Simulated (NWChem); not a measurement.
System: CH$_{4}$N$_{2}$O$_{2}$Si; SMILES N#CO[Si@@H](N)O

Input file for NWChem:

```
start job
memory heap 200 mb stack 900 mb global 1100 mb
geometry units angstroms noautosym nocenter noautoz
  N     -0.581318    -2.761606    -0.119283
  C      0.055105    -1.807898     0.080674
  O      0.731614    -0.749703     0.292669
  Si    -0.008914     0.828939     0.385260
  N      0.964430     1.999258    -0.335739
  O     -1.414916     0.667492    -0.445807
  H     -0.118730     1.089142     1.835601
  H      1.073557     2.093125    -1.338204
  H      1.612983     2.566843     0.194001
  H     -1.867562    -0.184231    -0.446746
end
basis spherical
  * library def2-svp
end
dft
  xc b3lyp
  iterations 150
  mulliken
end
task dft energy
esp
  recalculate
  probe 0.07
  range 0.3
  factor 1.0
  spacing 0.02
end
task esp
```

The geometry was optimised at PBE0/def2-SVP.

Atomic charges in e: unrestrained fits to the electrostatic potential beside Mulliken populations; buried atoms are poorly determined by the fit.

Atoms are numbered as in the input.

Question: Predict the main results of this run. (B3LYP/def2-SVP.) Quantities: ESP N1; Mulliken N1; ESP C2; Mulliken C2; ESP O3; Mulliken O3; ESP Si4; Mulliken Si4; ESP N5; Mulliken N5; relative RMS misfit of the potential (%).

Answer: 
| Property | Value |
|---|---|
| ESP N1 | -0.57 |
| Mulliken N1 | -0.04 |
| ESP C2 | 0.58 |
| Mulliken C2 | -0.06 |
| ESP O3 | -0.47 |
| Mulliken O3 | -0.36 |
| ESP Si4 | 1.08 |
| Mulliken Si4 | 0.81 |
| ESP N5 | -0.86 |
| Mulliken N5 | -0.33 |
| relative RMS misfit of the potential (%) | 17 |
